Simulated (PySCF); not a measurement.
Compound: C₈H₇BF₂O₂.
Geometry (PBE0-D3(BJ)/def2-SVP, Å), atoms numbered from 1 in this order:
```
atom  x, y, z in Å
C1     3.8540   -0.7718   -0.4602
O2     2.5388   -0.2493   -0.5047
C3     1.6130   -0.9408    0.1653
O4     1.8536   -1.9479    0.7816
C5     0.2592   -0.3281    0.0598
C6     0.0232    0.8287   -0.6907
C7    -1.2624    1.3517   -0.7593
C8    -2.3263    0.7313   -0.0868
B9    -3.7562    1.3193   -0.1761
F10   -4.7795    0.7370    0.4202
F11   -4.0057    2.4237   -0.8560
C12   -2.0733   -0.4280    0.6636
C13   -0.7910   -0.9554    0.7380
H14    4.1994   -0.8731    0.5790
H15    4.4858   -0.0617   -1.0058
H16    3.8961   -1.7626   -0.9364
H17    0.8525    1.3068   -1.2134
H18   -1.4515    2.2550   -1.3444
H19   -2.8951   -0.9179    1.1916
H20   -0.5726   -1.8571    1.3136
```

Theory: PBE0-D3(BJ)/def2-SVP geometry optimisation, gas phase in PySCF.

Masses are those of the commonest isotopes; rigid-rotor values at the optimised geometry. The values belong to one conformer with, in the numbering `[CH3:1][O:2][C:3](=[O:4])[c:5]1[cH:6][cH:7][c:8]([B:9]([F:10])[F:11])[cH:12][cH:13]1`, C1–O2–C3–O4 0°, O2–C3–C5–C6 1°.

Q: What are A, B and C (MHz)?

A: Ia = 194.78, Ib = 1522.41, Ic = 1713.92 u·Å²; 505379 MHz·u·Å²/I gives A = 2595, B = 332.0, C = 294.9 MHz.

Q: Classify the top.

A: A near-prolate asymmetric top; Ray's κ = -0.968.

Q: Is it planar, by Δ = Ic − Ia − Ib?

A: Not planar: Δ = Ic − Ia − Ib = -3.27 u·Å². For a rigid frame Δ = −2 Σ m c², so Σ m c² = 1.63 u·Å² lies off the ab plane: 1.60 from hydrogen and 0.03 from heavier atoms. The atom farthest from that plane is 0.94 Å away.

Q: Where do the levels up to J = 3 lie, in cm⁻¹?

A: Above 0(0,0):
J = 1: 1(0,1) 0.0209, 1(1,1) 0.0964, 1(1,0) 0.0976
J = 2: 2(0,2) 0.0627, 2(1,2) 0.1370, 2(1,1) 0.1407, 2(2,1) 0.3671, 2(2,0) 0.3671
J = 3: 3(0,3) 0.1254, 3(1,3) 0.1978, 3(1,2) 0.2052, 3(2,2) 0.4298, 3(2,1) 0.4299, 3(3,1) 0.8103, 3(3,0) 0.8103
The levels of one J sum to (2J + 1)J(J + 1)(A + B + C)/3.

Q: Which lines would a microwave search look for?

A: The dipole components are |μa| = 1.78 D, |μb| = 1.59 D, |μc| = 0.01 D. Intensities carry the squares of the components, which stand as 1.00 : 0.80 : 0.00 (a : b : c). Some lines, for components of 0.1 D or more:

| type | branch | J(Ka,Kc) | MHz | lower level (cm⁻¹) |
| --- | --- | --- | --- | --- |
| b | R | 4(0,4) ← 3(1,3) | 331 | 0.198 |
| a | R | 2(0,2) ← 1(0,1) | 1253 | 0.021 |
| a | R | 2(1,1) ← 1(1,0) | 1291 | 0.098 |
| a | R | 3(0,3) ← 2(0,2) | 1879 | 0.063 |
| a | R | 3(2,2) ← 2(2,1) | 1880 | 0.367 |
| a | R | 3(2,1) ← 2(2,0) | 1882 | 0.367 |
| a | R | 3(1,2) ← 2(1,1) | 1936 | 0.141 |
| b | Q | 2(1,1) ← 2(0,2) | 2337 | 0.063 |
| a | R | 4(3,2) ← 3(3,1) | 2508 | 0.810 |
| a | R | 4(3,1) ← 3(3,0) | 2508 | 0.810 |
| a | R | 4(2,2) ← 3(2,1) | 2511 | 0.430 |
| b | Q | 5(1,4) ← 5(0,5) | 2572 | 0.313 |
| a | R | 5(0,5) ← 4(0,4) | 3125 | 0.209 |
| a | R | 5(4,2) ← 4(4,1) | 3135 | 1.427 |
| a | R | 5(4,1) ← 4(4,0) | 3135 | 1.427 |
| a | R | 5(3,3) ← 4(3,2) | 3136 | 0.894 |
| b | R | 5(1,5) ← 4(0,4) | 5141 | 0.209 |
| b | Q | 2(2,1) ← 2(1,2) | 6899 | 0.137 |
| b | Q | 5(2,4) ← 5(1,5) | 7123 | 0.380 |
| b | R | 2(2,1) ← 1(1,0) | 8079 | 0.098 |
| b | R | 3(2,2) ← 2(1,1) | 8668 | 0.141 |
| b | R | 3(2,1) ← 2(1,2) | 8782 | 0.137 |
| b | R | 4(2,2) ← 3(1,3) | 9469 | 0.198 |
| b | R | 5(2,4) ← 4(1,3) | 9792 | 0.291 |
| b | Q | 4(3,1) ← 4(2,2) | 11401 | 0.514 |
| b | R | 5(5,1) ← 4(4,0) | 23665 | 1.427 |

Whether it is a minimum is left open (no frequencies). Constants of a rigid frame at the computed geometry: no zero-point averaging, no centrifugal distortion. A rigid rotor knows nothing of internal rotation, which can split or shift real lines. Quadrupole hyperfine structure (11B) is left out.

Time: 5.6 min of wall time. Hardware: an Arm Neoverse V1 with one thread (shared host). These figures are those of the optimisation.
